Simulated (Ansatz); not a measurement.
Sr₅O₆⁻, relaxed as a doublet with UKS PBE-D4/def2-SVP in Ansatz, starting from the PBE-D4/def2-SVP geometry of the neutral singlet. Force threshold 0.03 eV/Å.

In the def2 sets Sr takes a core potential; there is no spin–orbit coupling. The structure holds one bond between oxygen atoms, so isomers without such links may lie far lower. The highest occupied level of the relaxed charge -1 doublet lies above zero (up to 0.54 eV). By energy differences its removal costs 0.66 eV (each at its own geometry, to the charge 0 singlet, at PBE0-D4/def2-TZVP). The relaxation made no stability test and no search for a lower SCF solution. The structure comes from a short search, and lower isomers may exist.

Start:

Cartesian coordinates in Å:
```
Sr 0.537 -0.535 -1.655
Sr 1.306 1.650 0.998
Sr -1.793 1.908 -0.480
Sr 2.726 -2.282 0.425
Sr -1.215 -0.673 1.615
O -1.683 -0.521 -0.758
O 1.118 -0.741 0.937
O 2.348 -1.978 -1.627
O -2.933 -0.193 0.007
O -0.878 1.597 1.642
O 0.467 1.768 -1.103
```

| step | energy (eV) | largest force component (eV/Å) | SCF passes |
| --- | --- | --- | --- |
| 1 | -16451.6570 | 0.569 | 28 |
| 2 | -16451.7077 | 0.356 | 32 |
| 3 | -16451.7404 | 0.136 | 27 |
| 4 | -16451.7428 | 0.027 | 26 |

Force components are those of the run's own axes.

End:

```xyz
11

Sr    0.561   -0.555   -1.616
Sr    1.331    1.637    1.002
Sr   -1.772    1.896   -0.461
Sr    2.745   -2.262    0.465
Sr   -1.192   -0.694    1.603
O    -1.717   -0.513   -0.778
O     1.074   -0.710    0.873
O     2.344   -2.002   -1.643
O    -2.958   -0.200    0.009
O    -0.881    1.604    1.661
O     0.465    1.800   -1.116
```

By distances, no bond broke or formed. The bond that changes most is Sr1–O7, from 2.66 to 2.55 Å (atoms count from 1).

No frequencies were taken in this run, so the end may be a saddle point.

It took 34 s on 4 threads of Arm Neoverse V1 on a shared host.
